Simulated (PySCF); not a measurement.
Computed IR spectrum (relative IR intensity) of a molecule C2H6ClInO. Geometry: PBE-D3(BJ)/def2-SVP. The def2 effective core potentials stand for the cores of In; spin–orbit coupling is left out. Other conformers were not sampled. Level of theory: PySCF with PBE-D3(BJ)/def2-SVP. Frequencies are harmonic and unscaled.

Lines under 2 % of the strongest are left out, and lines within 2 cm⁻¹ are merged.

ν (cm⁻¹): 92 (vw), 111 (w), 222 (w), 349 (m), 476 (w), 519 (m), 699 (w), 718 (m), 1076 (vs), 1125 (vw), 1151 (w), 1377 (vw), 1422 (m), 1424 (w), 2872 (s), 2943 (m), 2964 (m) (against the strongest line: vs over 80 %, s over 45 %, m over 15 %, w over 4 %, vw less)

**Question.** Pick the molecule that these values belong to.
A) CC[O][InH][Cl]
B) C[O][In]([CH3])[Cl]
C) C[CH2][In]([OH])[Cl]

**Answer.** B, C[O][In]([CH3])[Cl]
